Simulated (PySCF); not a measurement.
# Vibration and rotation of TlSn

UHF-CCSD(T) constants of TlSn, ⁴Σ⁻ (quartet), unpaired electrons σ ↑, π ↑↑ (basis Tl cc-pVDZ-PP with ECP60, Sn cc-pVDZ-PP with ECP28; scalar-relativistic core potentials; PySCF 2.14; masses 204.9744 and 119.9022 u):

```
ωe              : 123.9 cm⁻¹
ωexe            : 0.234 cm⁻¹
Be              : 0.025722 cm⁻¹
αe              : 7.35e-05 cm⁻¹
D (centrifugal) : 4.43e-09 cm⁻¹
De to Tl + Sn   : 1.71 eV
```

Question: Give the vibrational terms G(v) and spacings up to v = 6.

Answer: G(v) = ωe(v+½) − ωexe(v+½)².

| v | G(v) (cm⁻¹) | G(v) − G(v−1) | Bv (cm⁻¹) |
| --- | --- | --- | --- |
| 0 | 61.9 |  | 0.02569 |
| 1 | 185.3 | 123.4 | 0.02561 |
| 2 | 308.3 | 123.0 | 0.02554 |
| 3 | 430.8 | 122.5 | 0.02546 |
| 4 | 552.8 | 122.0 | 0.02539 |
| 5 | 674.4 | 121.6 | 0.02532 |
| 6 | 795.5 | 121.1 | 0.02524 |

Question: How well does the Morse estimate ωe²/(4ωexe) reproduce De, and what is D0?

Answer: It gives 2.03 eV, 119 % of the computed De. D0 = De − G(0) = 1.71 − 0.01 = 1.70 eV.

Correlated steps freeze 8 core orbitals. Correlated levels converge slowly with the basis: in double zeta they bind strong bonds too weakly, by up to about 1 eV, and carry superposition errors of some tenths. These are scalar-relativistic numbers at best; spin–orbit coupling would shift them, the dissociation energy most. The state is the lowest determinant that a PBE0 search found; another state may lie lower at other levels.
